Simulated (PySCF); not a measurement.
CH₅AlO₂, SMILES [CH3][Al]([OH])[OH] (connectivity only; charge and spin as stated), charge +1, multiplicity 2.

The structure is a stationary point at PBE-D3(BJ)/def2-SVP. The multiplicity is an assumed one; other spin states were not compared. The isomer is the one that the SMILES or the coordinates give; other isomers of the formula were not compared. Other conformers were not sampled.

Computed with IEF-PCM-B3LYP/def2-SVP (PySCF).

The values are the electrostatic part of the solvation free energy, E(continuum) − E(gas) at the gas-phase geometry, in a cavity of scaled van der Waals radii (PySCF's table); cavitation and dispersion terms are not included. A continuum can't describe solvent molecules that bind to the metal.

Computed values in water (ε = 78.36), chlorobenzene (ε = 5.70), dimethylsulfoxide (ε = 46.83):
| solvent | ε | ΔG(elec) (kcal/mol) |
|---|---|---|
| water | 78.36 | -65.6 |
| chlorobenzene | 5.70 | -54.2 |
| dimethylsulfoxide | 46.83 | -64.9 |
